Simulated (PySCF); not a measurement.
A structure optimised at r2SCAN-D4/def2-SVP, used in a PySCF frequency run:

```xyz
6

Si    -0.3881     0.3932     0.8561
O     -1.7974    -0.4038     1.1054
F     -0.6643     1.9137     0.3828
Br     0.7936    -0.5506    -0.7640
H      0.3593     0.4061     2.1221
H     -2.3446    -0.6340     0.3446
```
Charge 0, spin multiplicity 1.

Q: Write its SMILES and formula.

A: O[SiH](F)Br, BrFH₂OSi

Q: What are its rotational constants (standard atomic weights)?

A: 6.5961, 2.0262, 1.6675 GHz
